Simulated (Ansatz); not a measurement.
Spectroscopic constants of TiN, multiplicity 2 (the spin of the measured ground state). No spin–orbit coupling. Ti is treated without relativity. The T1 diagnostic near the minimum is 0.074, so single-reference values are doubtful.

Seven points along R, fitted to fifth degree in 1/R; most abundant isotopes. In def2 and cc sets the state is the lowest found near the PBE0 minimum, followed along R.

The values were computed with Ansatz (an electronic-structure program). 

D_e counts from each atom's lowest state at the same level, without counterpoise or zero-point energy.

| level | r_e (Å) | ω_e (cm⁻¹) | ω_e x_e (cm⁻¹) | D_e (eV) | dipole (D) |
|---|---|---|---|---|---|
| SVWN5/def2-TZVPP | 1.553 | 1132 | 4.4 | 7.22 | 3.48 |
| PBE/def2-TZVPP | 1.574 | 1086 | 4.6 | 6.11 | 3.80 |
| r2SCAN/def2-TZVPP | 1.567 | 1103 | 5.1 | 4.91 | 4.20 |
| B3LYP/def2-TZVPP | 1.553 | 1145 | 4.6 | 4.93 | 3.49 |
| CAM-B3LYP/def2-TZVPP | 1.534 | 1198 | 4.5 | 4.66 | 3.44 |
| wB97X-V/def2-TZVPP | 1.529 | (withheld) | 4.0 | 4.78 | 3.21 |
| wB97M-V/def2-TZVPP | (withheld) | (withheld) | 4.1 | 4.50 | 3.19 |

Task: Some entries are withheld; supply them.

Result: 
- wB97M-V/def2-TZVPP, r_e (Å): 1.531
- wB97M-V/def2-TZVPP, ω_e (cm⁻¹): 1212
- wB97X-V/def2-TZVPP, ω_e (cm⁻¹): 1219

Measured for the ground state: dipole 3.56 D [compilation of Liu, Meijer and Pérez-Ríos].
